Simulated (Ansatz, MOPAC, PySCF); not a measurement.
Dimer: C2H2 (SMILES C#C) (first 4 atoms) with H4OSi (SMILES O[SiH3]); geometry from B3LYP-D3(BJ)/def2-TZVP.
(charge 0, multiplicity 1):
```json
[
 {"atom": "C", "x (Å)": "-0.1462", "y (Å)": "-0.0704", "z (Å)": "0.1070"},
 {"atom": "C", "x (Å)": "-1.2130", "y (Å)": "-0.4562", "z (Å)": "0.4912"},
 {"atom": "H", "x (Å)": "0.7993", "y (Å)": "0.2748", "z (Å)": "-0.2365"},
 {"atom": "H", "x (Å)": "-2.1626", "y (Å)": "-0.7955", "z (Å)": "0.8292"},
 {"atom": "O", "x (Å)": "0.6049", "y (Å)": "-0.9475", "z (Å)": "3.1967"},
 {"atom": "Si", "x (Å)": "0.4191", "y (Å)": "0.4317", "z (Å)": "4.0806"},
 {"atom": "H", "x (Å)": "0.2757", "y (Å)": "-0.9300", "z (Å)": "2.2897"},
 {"atom": "H", "x (Å)": "1.1296", "y (Å)": "1.5825", "z (Å)": "3.4668"},
 {"atom": "H", "x (Å)": "0.9921", "y (Å)": "0.1508", "z (Å)": "5.4127"},
 {"atom": "H", "x (Å)": "-1.0104", "y (Å)": "0.8086", "z (Å)": "4.2240"}
]
```

Counterpoise-corrected where a basis set is named; no monomer relaxation.

Rows in 6-31G* carry no dispersion term and start afresh at each structure (6-31G* with six Cartesian d functions). The state that PM3 reach isn't checked.

Programs: Ansatz (Gaussian orbitals); MOPAC for PM3 (differences of heats of formation); PySCF for 6-31G* rows, the dispersion terms. Values without a source in brackets are computed.

Problem. Estimate the interaction energy that PM3 returns for this input.

Solution. -3 kJ/mol

Ansatz is a program for electronic structure.
